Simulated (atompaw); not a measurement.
Reading a pseudo-wave (Ag)

Columns: radius, all-electron u(r) and pseudo u(r) of the 4d shell (level -28.89 eV) of silver in the configuration [Ar] 3d10 4s2 4p6 4d9 5s0 5p0; PBE, scalar-relativistic, PAW (atompaw) scheme, atompaw 4.2.0.5.

```csv
r (bohr),all-electron,pseudo
0.090,-0.1897,0.0009
0.181,-0.4459,0.0074
0.271,-0.4313,0.0239
0.362,-0.2154,0.0546
0.452,0.0697,0.1004
0.542,0.3437,0.1614
0.633,0.5717,0.2364
0.723,0.7380,0.3200
0.813,0.8477,0.4077
0.904,0.9100,0.4950
0.994,0.9340,0.5738
1.085,0.9305,0.6409
1.175,0.9077,0.6906
1.265,0.8722,0.7216
1.356,0.8282,0.7331
1.446,0.7801,0.7261
1.537,0.7295,0.7032
1.627,0.6790,0.6688
1.717,0.6294,0.6267
1.808,0.5809,0.5807
1.898,0.5350,0.5351
1.988,0.4916,0.4916
2.079,0.4503,0.4503
2.169,0.4121,0.4121
2.260,0.3762,0.3762
2.350,0.3433,0.3433
```

**Question.** How many radial nodes do the two functions have?

**Answer.** The all-electron 4d function has n − l − 1 = 1; the pseudo-wave has 0, since the states of the same l below it are removed with the core.

**Question.** At about which radius was the pseudo-wave matched?

**Answer.** 2.00 bohr. The columns agree to 0.0005 from 1.81 bohr on; several derivatives are matched, so the curves merge somewhat inside the radius.

**Question.** Where does each function peak?

**Answer.** Outermost all-electron maximum near 0.99 bohr, pseudo maximum near 1.36 bohr (to the table’s step).

**Question.** Is the pseudo-wave norm-conserving?

**Answer.** No, it belongs to a PAW set: the norm inside the radius is not constrained, and the difference is carried by the augmentation charge.
